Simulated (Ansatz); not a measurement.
One change: `C[O][Sn][Cl]` becomes `C[O][Sn][S]C`.

Ansatz, PBE0-D4/def2-TZVP geometries, multiplicity 1. Each molecule was computed in one conformer, which needn't be the lowest.

Elements past krypton have def2 core potentials.

| property | `C[O][Sn][Cl]` |
| --- | --- |
| HOMO energy (PBE0/def2-TZVPP) / eV | -7.84 |
| size of the dipole moment (ωB97M-V/def2-TZVPP) / D | 1.90 |
| HOMO–LUMO gap (B3LYP/def2-TZVPP) / eV | 4.96 |
| HOMO energy (B3LYP/def2-TZVPP) / eV | -7.66 |
| LUMO energy (ωB97M-V/def2-TZVPP) / eV | -0.75 |
| LUMO energy (B3LYP/def2-TZVPP) / eV | -2.70 |

Task: What does the change do to each property? (Estimate.)

Result: Ansatz gave: 
```json
{"property": "HOMO energy (PBE0/def2-TZVPP) / eV", "`C[O][Sn][S]C`": "-6.74", "shift": "1.10"}
{"property": "size of the dipole moment (ωB97M-V/def2-TZVPP) / D", "`C[O][Sn][S]C`": "0.54", "shift": "-1.36"}
{"property": "HOMO–LUMO gap (B3LYP/def2-TZVPP) / eV", "`C[O][Sn][S]C`": "4.12", "shift": "-0.84"}
{"property": "HOMO energy (B3LYP/def2-TZVPP) / eV", "`C[O][Sn][S]C`": "-6.53", "shift": "1.13"}
{"property": "LUMO energy (ωB97M-V/def2-TZVPP) / eV", "`C[O][Sn][S]C`": "-0.52", "shift": "0.23"}
{"property": "LUMO energy (B3LYP/def2-TZVPP) / eV", "`C[O][Sn][S]C`": "-2.42", "shift": "0.28"}
```

With PBE0 the HOMO rises by 1.10 eV and the LUMO rises by 0.27 eV, so the gap narrows by about 0.83 eV. PBE moves the HOMO by 0.97 eV and ωB97M-V by 1.19 eV. Dipoles are sizes alone; their direction can turn.

B3LYP here is the variant with VWN-RPA as its local correlation; programs differ in this.
